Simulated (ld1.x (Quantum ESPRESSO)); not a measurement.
## Configuration tests for Cd (Z = 48) (TM)

cadmium (Cd), norm-conserving Troullier–Martins (Kleinman–Bylander form), made with ld1.x (Quantum ESPRESSO) 7.5 (LDA (PZ), scalar-relativistic). Core [Ar] 3d10, reference 4s2 4p6 4d10 5s2 5p0. Waves: 4s (bound): rc 1.55 bohr; 4p (bound): rc 0.95 bohr; 4f channel at 0.3 Ry: rc 2.06 bohr; 4d (bound): rc 1.15 bohr. Local part: the d channel. Core correction: none.

Occupied shells without a wave of their own: 5s. They enter only through the test configuration that unscreens the potential.

Energies are relative to the spin-unpolarised reference configuration 4s2 4p6 4d10 5s2 5p0; without spin polarisation the order of configurations can differ from experiment. Spin-polarised rows fill each open shell by Hund’s rule, majority spin first.

Task: Give the all-electron excitation energy and the error of the potential for: 4s2 4p6 4d10 5s1 5p0; 4s2 4p6 4d10 5s0 5p0; 4s2 4p6 4d9 5s0 5p0; 4s2 4p6 4d10 5s1.5 5p0; 4s1 4p6 4d10 5s2 5p0; 4s2 4p5 4d10 5s2 5p0; 4s2 4p6 4d9 5s2 5p1; 4s2 4p6 4d10 5s1 5p0 (spin-polarised); 4s2 4p6 4d9 5s0 5p0 (spin-polarised).

Result:

| valence configuration | charge | ΔE all-electron (eV) | error AE − PS (meV) |
| --- | --- | --- | --- |
| 4s2 4p6 4d10 5s1 5p0 | +1 | 9.628 | -1810 |
| 4s2 4p6 4d10 5s0 5p0 | +2 | 27.148 | -4597 |
| 4s2 4p6 4d9 5s0 5p0 | +3 | 65.404 | -6531 |
| 4s2 4p6 4d10 5s1.5 5p0 | +0.5 | 3.876 | -797 |
| 4s1 4p6 4d10 5s2 5p0 | +1 | 113.449 | -23 |
| 4s2 4p5 4d10 5s2 5p0 | +1 | 74.225 | +77 |
| 4s2 4p6 4d9 5s2 5p1 | 0 | 12.594 | +114 |
| 4s2 4p6 4d10 5s1 5p0 (spin-polarised) | +1 | 9.439 | -1799 |
| 4s2 4p6 4d9 5s0 5p0 (spin-polarised) | +3 | 65.228 | -6512 |

These tests converged, but a pseudo level misses the all-electron one widely, so the file describes the atom poorly there or has found another state: 4s2 4p6 4d10 5s1 5p0: 5s by 2.3 eV; 4s2 4p6 4d10 5s0 5p0: empty 5s by 3.4 eV; 4s2 4p6 4d9 5s0 5p0: empty 5s by 4.6 eV; 4s1 4p6 4d10 5s2 5p0: 5s by 2.4 eV (a node warning on the way); 4s2 4p5 4d10 5s2 5p0: 5s by 2.3 eV; 4s2 4p6 4d9 5s2 5p1: 5s by 1.9 eV. The 5s level has no wave, so the channel is fitted at the deeper level alone: the likely source of the large errors.

The potential misses its own reference levels by up to 1.4 eV, so it is not fit for use.
